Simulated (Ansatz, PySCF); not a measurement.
System: CH2I (charge 0, doublet). It need not be the lowest isomer of its formula. SMILES: I[CH2]
Structure (B3LYP-D3(BJ)/def2-TZVP (Ansatz, a quantum-chemistry and plane-wave program) minimum search):
```xyz
4

C     -1.3014    -1.1848     0.0432
I      0.2107     0.1918    -0.0070
H     -1.6801    -1.4924     1.0033
H     -1.6775    -1.5644    -0.8918
```
Charge 0, spin multiplicity 2.

Property: atomisation energy (electronic, to ground-state atoms), in kcal/mol. Correlated levels leave the core frozen unless marked. Open shells are spin-unrestricted. No spin-orbit coupling. Frozen are the shells of the preceding noble gas and the d and f shells that filled before the atom's block. In def2 rows, elements after Kr have scalar-relativistic effective core potentials. The coupled-cluster limit lacks core correlation, which all-electron functionals hold. CBS marks a two-point X^-3 extrapolation of the correlation energy; Hartree-Fock from the larger set.

```tsv
level	program	atomisation energy (kcal/mol)
TPSS-D4/def2-TZVPD	PySCF + dftd4	273.1
r2SCAN/def2-TZVPD	Ansatz	(withheld)
PBE0-D3(BJ)/def2-TZVPD	Ansatz + dftd3	268.9
TPSSh/def2-TZVPD	PySCF	270.0
B2GP-PLYP-D3(BJ)/def2-TZVPD	Ansatz + dftd3	261.0
B2GP-PLYP-D4/def2-TZVPD	Ansatz + dftd4	260.2
B2PLYP/def2-TZVPD	Ansatz	261.0
SCS-MP2/def2-SVP	Ansatz	244.5
CCSD(T)/CBS(def2-TZVPPD,def2-QZVPPD)	Ansatz	(withheld)
```

Task: Some entries are withheld; supply them.

Result: 
- r2SCAN/def2-TZVPD, atomisation energy (kcal/mol): 269.3
- CCSD(T)/CBS(def2-TZVPPD,def2-QZVPPD), atomisation energy (kcal/mol): 263.6
